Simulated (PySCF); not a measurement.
C₄H₁₂OP₂Si.
Bonds: C1–C2, C2–O3 (double), C2–C4, C4–P5, P5–P6, P5–C7, C7–Si8. Hydrogens: H9, H10, H11 on C1; H12, H13 on C4; H14, H15 on P6; H16, H17 on C7; H18, H19, H20 on Si8.

The same species was optimised twice, with GFN2-xTB and with PBE0-D3(BJ)/def2-SVP (PySCF), and the same property calculations (PySCF, gas phase) were run on both structures.

```tsv
coordinate	GFN2-xTB	PBE0-D3(BJ)/def2-SVP	change
P5–P6 (Å)	2.167	2.238	+0.071
C7–Si8 (Å)	1.914	1.895	-0.019
C2–C4 (Å)	1.493	1.512	+0.019
C4–P5 (Å)	1.890	1.878	-0.012
P5–C7 (Å)	1.855	1.864	+0.009
C2=O3 (Å)	1.212	1.210	-0.002
C1–C2 (Å)	1.502	1.504	+0.002
C2–C4–P5 (°)	105.9	109.1	+3.2
P5–C7–Si8 (°)	119.1	121.2	+2.1
P6–P5–C7 (°)	100.1	99.1	-1.0
C1–C2–C4 (°)	116.3	117.1	+0.8
C4–P5–P6 (°)	96.9	97.7	+0.8
O3–C2–C4 (°)	121.0	120.3	-0.7
C4–P5–C7 (°)	98.5	99.1	+0.6
C1–C2–O3 (°)	122.7	122.5	-0.2
C1–C2–C4–P5 (°)	-111	-106	+5
C2–C4–P5–P6 (°)	-53	-72	-19
C4–P5–C7–Si8 (°)	70	63	-7
```

Rotational constants: A = 1904, B = 742.5, C = 676.3 MHz (GFN2-xTB) against A = 1768, B = 700.5, C = 611.4 MHz (PBE0-D3(BJ)/def2-SVP). Point groups within 0.08 Å: C1 and C1.

On the GFN2-xTB structure: HOMO (eV) -6.19 [PBE0/pcSseg-1]; LUMO (eV) -0.92 [PBE0/pcSseg-1]; dipole (D) 3.04 [PBE0/pcSseg-1]; GIAO shielding of C1 (ppm) 151.4 [PBE0/pcSseg-1]; GIAO shielding of C2 (ppm) -25.6 [PBE0/pcSseg-1]; GIAO shielding of O3 (ppm) -322.7 [PBE0/pcSseg-1]; GIAO shielding of C4 (ppm) 144.9 [PBE0/pcSseg-1]; GIAO shielding of P5 (ppm) 371.5 [PBE0/pcSseg-1]; GIAO shielding of P6 (ppm) 540.2 [PBE0/pcSseg-1]; GIAO shielding of C7 (ppm) 183.0 [PBE0/pcSseg-1]; GIAO shielding of Si8 (ppm) 437.3 [PBE0/pcSseg-1].

Question: What do these properties become on the PBE0-D3(BJ)/def2-SVP structure?

Answer: 
| property | level | on GFN2-xTB | on PBE0-D3(BJ)/def2-SVP | change |
| --- | --- | --- | --- | --- |
| HOMO (eV) | PBE0/pcSseg-1 | -6.19 | -6.43 | -0.24 |
| LUMO (eV) | PBE0/pcSseg-1 | -0.92 | -0.76 | +0.16 |
| dipole (D) | PBE0/pcSseg-1 | 3.04 | 3.18 | +0.14 |
| energy, GFN2-xTB geometry as zero (kcal/mol) | PBE0/pcSseg-1 | 0.0 | -7.0 | -7.0 |
| GIAO shielding of C1 (ppm) | PBE0/pcSseg-1 | 151.4 | 150.8 | -0.6 |
| GIAO shielding of C2 (ppm) | PBE0/pcSseg-1 | -25.6 | -25.6 | 0.0 |
| GIAO shielding of O3 (ppm) | PBE0/pcSseg-1 | -322.7 | -347.1 | -24.4 |
| GIAO shielding of C4 (ppm) | PBE0/pcSseg-1 | 144.9 | 141.6 | -3.3 |
| GIAO shielding of P5 (ppm) | PBE0/pcSseg-1 | 371.5 | 360.6 | -10.9 |
| GIAO shielding of P6 (ppm) | PBE0/pcSseg-1 | 540.2 | 499.8 | -40.4 |
| GIAO shielding of C7 (ppm) | PBE0/pcSseg-1 | 183.0 | 181.2 | -1.8 |
| GIAO shielding of Si8 (ppm) | PBE0/pcSseg-1 | 437.3 | 434.1 | -3.2 |

The heavy atoms differ by 0.250 Å rms after alignment. Among bonds between heavy atoms P5–P6 changes most (+0.071 Å). Changes are differences of the printed values. Neither structure is proved a minimum here.

The values belong to the conformer `[CH3:1][C:2](=[O:3])[CH2:4][P:5]([PH2:6])[CH2:7][SiH3:8]`: C1–C2–C4–P5 -106°, C2–C4–P5–P6 -72°, C4–P5–C7–Si8 63°, H–P6–P5–C4 94°, H–P6–P5–C4 -173°.
